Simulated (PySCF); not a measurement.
**Fractional electron number in Ge (germanium, neutral)**

The 4p alpha orbital of [Ar] 3d10 4s2 4p2 is emptied in steps (occupation f), with all orbitals relaxed, ending at [Ar] 3d10 4s2 4p1. Computed with PySCF 2.14 in aug-pcseg-2, with the non-relativistic Hamiltonian (point nucleus). The exact energy is a straight line in f; departures are measured from the line between the end points of the same method.

```csv
f,UHF (eV),LDA (eV),PBE (eV),PBE0 (eV),r2SCAN (eV),LC-wPBE (eV),BHandHLYP (eV),wB97X (eV),BLYP (eV),CAM-B3LYP (eV)
1,0.000,0.000,0.000,0.000,0.000,0.000,0.000,0.000,0.000,0.000
0.8,0.075,-0.582,-0.564,-0.406,-0.536,-0.012,-0.261,-0.057,-0.577,-0.225
0.6,0.110,-0.881,-0.850,-0.609,-0.800,-0.016,-0.393,-0.089,-0.872,-0.339
0.4,0.107,-0.887,-0.853,-0.608,-0.793,-0.012,-0.394,-0.093,-0.878,-0.340
0.2,0.069,-0.594,-0.569,-0.404,-0.521,-0.005,-0.264,-0.065,-0.588,-0.228
0,0.000,0.000,0.000,0.000,0.000,0.000,0.000,0.000,0.000,0.000
```

**Question.** For PBE0, how does the orbital energy at f = 1 compare with the removal energy?

**Answer.** −ε = 5.434 eV against a total-energy difference of 7.962 eV. By Janak's theorem ε = ∂E/∂f, so the gap between them reflects the curvature. Along the path −ε is 6.438 (f = 0.8), 7.456 (f = 0.6), 8.477 (f = 0.4), 9.486 (f = 0.2) eV.

```json
{"method": "UHF", "E(f=0) − E(f=1) (eV)": "7.444", "−ε at f=1 (eV)": "7.928", "−ε at f=0.4 (eV)": "7.341"}
{"method": "LDA", "E(f=0) − E(f=1) (eV)": "8.047", "−ε at f=1 (eV)": "4.449", "−ε at f=0.4 (eV)": "8.758"}
{"method": "PBE", "E(f=0) − E(f=1) (eV)": "7.927", "−ε at f=1 (eV)": "4.428", "−ε at f=0.4 (eV)": "8.629"}
{"method": "PBE0", "E(f=0) − E(f=1) (eV)": "7.962", "−ε at f=1 (eV)": "5.434", "−ε at f=0.4 (eV)": "8.477"}
{"method": "r2SCAN", "E(f=0) − E(f=1) (eV)": "8.086", "−ε at f=1 (eV)": "4.736", "−ε at f=0.4 (eV)": "8.796"}
{"method": "LC-wPBE", "E(f=0) − E(f=1) (eV)": "8.039", "−ε at f=1 (eV)": "7.959", "−ε at f=0.4 (eV)": "8.068"}
{"method": "BHandHLYP", "E(f=0) − E(f=1) (eV)": "7.789", "−ε at f=1 (eV)": "6.165", "−ε at f=0.4 (eV)": "8.112"}
{"method": "wB97X", "E(f=0) − E(f=1) (eV)": "7.755", "−ε at f=1 (eV)": "7.410", "−ε at f=0.4 (eV)": "7.810"}
{"method": "BLYP", "E(f=0) − E(f=1) (eV)": "7.728", "−ε at f=1 (eV)": "4.158", "−ε at f=0.4 (eV)": "8.435"}
{"method": "CAM-B3LYP", "E(f=0) − E(f=1) (eV)": "7.918", "−ε at f=1 (eV)": "6.522", "−ε at f=0.4 (eV)": "8.195"}
```

Reference removal energy between the ground levels: 7.899 eV (measured; NIST Atomic Spectra Database, ionization energies). The calculation has no spin-orbit coupling. UHF lacks correlation.
